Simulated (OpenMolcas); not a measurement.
Computed levels of 2s² 2p³ in ions with 7 electrons, in cm-1 above ⁴S°_3/2.

- Program: OpenMolcas 26.06
- Method: RASSCF
- Basis: ANO-R3
- Scalar Hamiltonian: X2C, finite nucleus
- Spin-orbit coupling: RASSI with atomic mean-field integrals over the reference wave functions, term energies averaged over their components

Active space for each ion: 3 electrons in 9 orbitals (RAS2 2p; RAS3 3s 3d, at most 1 electron).

```json
{"Level": "²D°_3/2", "O+": "30579", "Ne3+": "45077"}
{"Level": "²D°_5/2", "O+": "30581", "Ne3+": "45096"}
{"Level": "²P°_1/2", "O+": "50641", "Ne3+": "74852"}
{"Level": "²P°_3/2", "O+": "50643", "Ne3+": "74877"}
```

Q: Estimate ²D°_3/2, ²D°_5/2 for F2+ from its neighbours O+ and Ne3+.

A: ²D°_3/2 is another term, which grows about linearly with the charge: (30579 + 45077) / 2 = 37828. The calculation gives 37876, so the estimate is off by -0.1 %.
²D°_5/2 is another term, which grows about linearly with the charge: (30581 + 45096) / 2 = 37838. The calculation gives 37882, so the estimate is off by -0.1 %.

With the s shell closed, the reference lacks s² → p² mixing. Without dynamic correlation excited terms often stand tens of per cent too high (terms of higher spin than the ground term too low), and those without a measured partner can miss by more than the paired ones (holds for O+). No level of 2s² 2p² 3d was computed, though it lies in the active space (holds for O+). Levels of configurations outside the active space are missing.

° marks odd parity.
